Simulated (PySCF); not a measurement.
Ga(GeH3)3, H9GaGe3, SMILES [GeH3][Ga]([GeH3])[GeH3], PBE0/def2-SVP optimised geometry.

```
13

Ga    -1.50    -2.04     1.85
Ge    -0.25    -3.91     2.83
H     -0.58    -5.20     2.03
H      1.28    -3.71     2.77
H     -0.64    -4.19     4.30
Ge    -3.74    -1.49     2.69
H     -4.49    -2.72     3.24
H     -3.60    -0.48     3.85
H     -4.64    -0.83     1.62
Ge    -0.53    -0.73     0.00
H     -1.01     0.73     0.00
H      1.01    -0.73     0.00
H     -0.99    -1.36    -1.34
```

Density from PBE0/def2-TZVP run with PySCF at that geometry.

Minimum of the electron density along straight lines between bonded atoms, close to the bond critical point (lines longer than 1.1 times the sum of covalent radii, or with two minima, are not listed):

```json
[
 {"bond": "Ga1–Ge2", "length / Å": "2.457", "ρ at the minimum / e bohr⁻³": "0.075", "∇²ρ there / e bohr⁻⁵": "-0.04", "position (fraction from the first atom)": "0.46"},
 {"bond": "Ge2–H3", "length / Å": "1.546", "ρ at the minimum / e bohr⁻³": "0.129", "∇²ρ there / e bohr⁻⁵": "0.06", "position (fraction from the first atom)": "0.59"},
 {"bond": "Ge2–H4", "length / Å": "1.543", "ρ at the minimum / e bohr⁻³": "0.130", "∇²ρ there / e bohr⁻⁵": "0.06", "position (fraction from the first atom)": "0.59"},
 {"bond": "Ge2–H5", "length / Å": "1.543", "ρ at the minimum / e bohr⁻³": "0.130", "∇²ρ there / e bohr⁻⁵": "0.06", "position (fraction from the first atom)": "0.59"},
 {"bond": "Ga1–Ge6", "length / Å": "2.457", "ρ at the minimum / e bohr⁻³": "0.075", "∇²ρ there / e bohr⁻⁵": "-0.04", "position (fraction from the first atom)": "0.46"},
 {"bond": "Ge6–H7", "length / Å": "1.543", "ρ at the minimum / e bohr⁻³": "0.130", "∇²ρ there / e bohr⁻⁵": "0.06", "position (fraction from the first atom)": "0.59"},
 {"bond": "Ge6–H8", "length / Å": "1.546", "ρ at the minimum / e bohr⁻³": "0.129", "∇²ρ there / e bohr⁻⁵": "0.06", "position (fraction from the first atom)": "0.59"},
 {"bond": "Ge6–H9", "length / Å": "1.543", "ρ at the minimum / e bohr⁻³": "0.130", "∇²ρ there / e bohr⁻⁵": "0.06", "position (fraction from the first atom)": "0.59"},
 {"bond": "Ga1–Ge10", "length / Å": "2.457", "ρ at the minimum / e bohr⁻³": "0.075", "∇²ρ there / e bohr⁻⁵": "-0.04", "position (fraction from the first atom)": "0.46"},
 {"bond": "Ge10–H11", "length / Å": "1.543", "ρ at the minimum / e bohr⁻³": "0.130", "∇²ρ there / e bohr⁻⁵": "0.06", "position (fraction from the first atom)": "0.59"},
 {"bond": "Ge10–H12", "length / Å": "1.543", "ρ at the minimum / e bohr⁻³": "0.130", "∇²ρ there / e bohr⁻⁵": "0.06", "position (fraction from the first atom)": "0.59"},
 {"bond": "Ge10–H13", "length / Å": "1.546", "ρ at the minimum / e bohr⁻³": "0.129", "∇²ρ there / e bohr⁻⁵": "0.06", "position (fraction from the first atom)": "0.59"}
]
```
